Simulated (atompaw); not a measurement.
## u(r) = r·R(r): atom against pseudo-atom (Ni)

Columns: radius, all-electron u(r) and pseudo u(r) of the 4p shell (level -15.02 eV) of nickel in the configuration [Ne] 3s2 3p6 3d8 4s0 4p0; PBE, scalar-relativistic, PAW (atompaw) scheme, atompaw 4.2.0.5.

| r (bohr) | all-electron | pseudo |
| --- | --- | --- |
| 0.094 | 0.1515 | -0.0023 |
| 0.188 | 0.1231 | -0.0086 |
| 0.283 | -0.0317 | -0.0171 |
| 0.377 | -0.1751 | -0.0251 |
| 0.471 | -0.2596 | -0.0305 |
| 0.565 | -0.2827 | -0.0310 |
| 0.660 | -0.2574 | -0.0244 |
| 0.754 | -0.2005 | -0.0084 |
| 0.848 | -0.1251 | 0.0189 |
| 0.942 | -0.0409 | 0.0577 |
| 1.037 | 0.0466 | 0.1064 |
| 1.131 | 0.1313 | 0.1610 |
| 1.225 | 0.2115 | 0.2209 |
| 1.319 | 0.2857 | 0.2865 |
| 1.413 | 0.3530 | 0.3530 |
| 1.508 | 0.4136 | 0.4136 |
| 1.602 | 0.4661 | 0.4661 |
| 1.696 | 0.5114 | 0.5114 |
| 1.790 | 0.5496 | 0.5496 |
| 1.885 | 0.5815 | 0.5815 |
| 1.979 | 0.6069 | 0.6069 |
| 2.073 | 0.6265 | 0.6265 |
| 2.167 | 0.6407 | 0.6407 |
| 2.262 | 0.6502 | 0.6502 |
| 2.356 | 0.6551 | 0.6551 |
| 2.450 | 0.6561 | 0.6561 |

(1) How many radial nodes do the two functions have?

(2) At about which radius was the pseudo-wave matched?

(3) Is the pseudo-wave norm-conserving?

Answers

(1) The all-electron 4p function has n − l − 1 = 2; the pseudo-wave has 1, since 1 lower shell of the same l stays in the valence.

(2) 1.40 bohr, where the columns begin to agree (steps of 0.09 bohr).

(3) No, it belongs to a PAW set: the norm inside the radius is not constrained, and the difference is carried by the augmentation charge.
